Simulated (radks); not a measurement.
Spherical quantum dot in the effective-mass picture: electrons in a parabolic well V = omega^2 r^2 / 2 with omega = 0.287, with a point charge +2 (a donor) at the centre, all in effective atomic units (hartree* = m*/eps^2 hartree, bohr* = eps/m* bohr), one dielectric constant everywhere. Calculated with a radial shooting solver with Libxc functionals: non-relativistic Kohn-Sham, LDA (Slater exchange, Perdew-Wang correlation), spin-polarised, spherical densities. Levels are named by radial order and angular momentum (1s, 1p, 1d, 2s, ...), and open shells are averaged over m. Results are scaled to m* = 0.305 and eps = 10.3, for which hartree* = 78.23 meV and bohr* = 1.787 nm.

N = 9, configuration 1s2 1p(up 3, down 2) 2s2. This is the lowest configuration that the search found. Occupied and some empty levels:

level,occupation,eigenvalue (meV),<r> (nm)
1s up,1,132.26,1.856
1s down,1,132.67,1.838
2s up,1,176.33,6.308
2s down,1,177.30,6.346
1p up,3,178.45,6.222
1p down,2,179.54,6.257
1d up,0,193.10,7.278
1d down,0,194.03,7.316
1f up,0,208.58,8.041
1f down,0,209.35,8.076
2p up,0,210.82,6.994
2p down,0,211.59,6.997
1g up,0,225.12,8.696
1g down,0,225.75,8.728

Energy (meV): total 578.141, kinetic 354.14, external -571.10, Hartree 996.38, exchange-correlation -201.28.
